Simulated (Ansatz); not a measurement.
Input file for Ansatz (a first-principles code): R-wB97M-V/def2-TZVPP on H4O3Si (SMILES O[SiH](O)O), a point of a torsion scan.

Ansatz 0.2 input:
```yaml
crystal:
  periodic: [false, false, false]
  atoms:
    - {symbol: O, position_ang: [1.61453945, 0.25480901, -0.41752217]}
    - {symbol: Si, position_ang: [0.13858445, 0.01639006, 0.17579379]}
    - {symbol: O, position_ang: [-0.63464630, -1.01110931, -0.82498426]}
    - {symbol: O, position_ang: [0.32558381, -0.61932478, 1.66957984]}
    - {symbol: H, position_ang: [2.32783940, -0.31815642, -0.14947625]}
    - {symbol: H, position_ang: [-0.50651270, 1.31451031, 0.20948630]}
    - {symbol: H, position_ang: [-1.55134431, -1.23875785, -0.71427648]}
    - {symbol: H, position_ang: [-0.42357405, -0.85229214, 2.20726375]}
basis:
  gaussian:
    orbitals: def2-TZVPP
hamiltonian:
  xc: {name: wB97M-V}
scf: {lower_state_search: off}
```

Problem. What total energy does the run end on?

Solution. -517.7577 hartree.

Problem. How many basis functions does it have, and what does it roughly cost on one machine?

Solution. 191 functions; about 6 core-seconds (a rough figure).
